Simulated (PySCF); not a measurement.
Compound: C4H6O5S.
Bonds: C1–C2 (double), C2–O3, O3–C4, C4–O5 (double), C4–C6, C6–S7, S7–O8 (double), S7–O9 (double), S7–O10. Hydrogens: H11, H12 on C1; H13 on C2; H14, H15 on C6; H16 on O10.

Level: PBE0/def2-SVPD in PySCF, non-relativistic, on one gas-phase PBE0-D3(BJ)/def2-SVP geometry that isn't relaxed in the solvent. The solvent is an IEF-PCM continuum (Bondi radii, 1.10 Å for H, scaled by 1.2). The model holds no explicit solvent molecules, cavitation or dispersion.

Gas phase at PBE0/def2-SVPD: HOMO -8.33 eV, LUMO -1.72 eV, dipole 6.01 D.

**Question.** What does the continuum do to the energy, the frontier levels and the dipole at PBE0/def2-SVPD in dichloromethane and acetonitrile?

**Answer.** 
```csv
solvent,ε,E(solvent) − E(gas) (kcal/mol),polarisation term (kcal/mol),distortion of the solute (kcal/mol),HOMO (eV),LUMO (eV),dipole (D)
dichloromethane,8.93,-9.80,-11.22,1.42,-7.90,-1.36,7.20
acetonitrile,35.69,-11.29,-13.21,1.92,-7.86,-1.32,7.38
```

The polarisation term is half the interaction of the solute with the surface charges that it induces; the rest is the cost of distorting the solute's density. The sum is the electrostatic part of solvation alone. From dichloromethane to acetonitrile the lowering changes by a factor 1.15, Onsager's factor (ε − 1)/(2ε + 1) by 1.14 and ε itself by 4.0.

**Question.** Which radius a makes the point-dipole formula ΔE = −[(ε − 1)/(2ε + 1)]·μ²/a³ give the value in acetonitrile, with the gas-phase dipole?

**Answer.** μ = 2.363 au and |ΔE| = 0.01799 Eh give a = 2.80 Å; the farthest nucleus lies 4.11 Å from the centroid of the nuclei, so such a sphere wouldn't even hold the nuclei. The formula assumes a rigid point dipole at the centre of a sphere.

**Question.** How does the static polarisability (PBE0/def2-SVPD, frozen core, with the continuum's full static response) change?

**Answer.** 
| medium | isotropic (au) | principal values (au) | ⟨r²⟩ of the electrons (bohr²) |
| --- | --- | --- | --- |
| gas | 85.9 | 66.1, 80.9, 110.8 | 1882.8 |
| dichloromethane | 108.3 | 85.2, 106.2, 133.5 | 1883.6 |
| acetonitrile | 112.6 | 89.6, 111.2, 137.0 | 1883.7 |

The isotropic value in acetonitrile is 1.31 times the gas-phase one; no cavity-field correction is applied. ⟨r²⟩ is taken about the centre of nuclear charge.
